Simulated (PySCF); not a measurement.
C4H4Cl2, SMILES CC(Cl)=C=CCl.

Geometry: B3LYP-D3(BJ)/def2-SVP.

Calculation: SMD-ωB97X/def2-SVP run with PySCF.

Solvation free energies are E(SMD) − E(gas) at the gas-phase geometry, for 1 M in both phases. In vacuum the dipole moment is 1.98 D.

Q: Estimate the solvation free energies in water, N,N-dimethylformamide, ethanol. (An estimate is asked for; the answer gives what the named calculation found.)

A: 
| solvent | ΔG(solv) (kcal/mol) | its non-electrostatic (CDS) part | dipole (D) |
|---|---|---|---|
| water | 0.0 | 3.4 | 2.55 |
| N,N-dimethylformamide | -4.3 | -0.9 | 2.54 |
| ethanol | -4.7 | -1.3 | 2.53 |
